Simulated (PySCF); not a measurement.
F3Fe, SMILES [F][Fe-]([F])[F] (connectivity only; charge and spin as stated), charge -1, multiplicity 5. Atoms are numbered in the order given.

```xyz
4

Fe     0.0000     0.0000     0.0000
F      1.8617     0.0000     0.0000
F     -0.9308     1.6123     0.0000
F     -0.9308    -1.6123     0.0000
```
Charge -1, spin multiplicity 5.

Coordinates come from a PBE-D3(BJ)/def2-SVPD optimisation. The multiplicity is an assumed one; other spin states were not compared.

All values below come from PBE-D3(BJ)/def2-SVPD run with PySCF.

Frequencies are harmonic and unscaled.

Modes within 1.5 cm⁻¹ of each other (mostly degenerate sets) share a row, with their intensities summed.

Give all harmonic wavenumbers and intensities. (Estimate from the structure and the level; the computed values follow.)


| mode | ν (cm⁻¹) | IR (km/mol) | moving atoms (share of kinetic energy) |
|---|---|---|---|
| 1–2 | 133 | 29.0 | F 83 %, Fe 17 % |
| 3 | 149 | 15.9 | Fe 51 %, F 49 % |
| 4 | 489 | 0.0 | F 100 % |
| 5–6 | 537 | 317.9 | F 66 %, Fe 34 % |
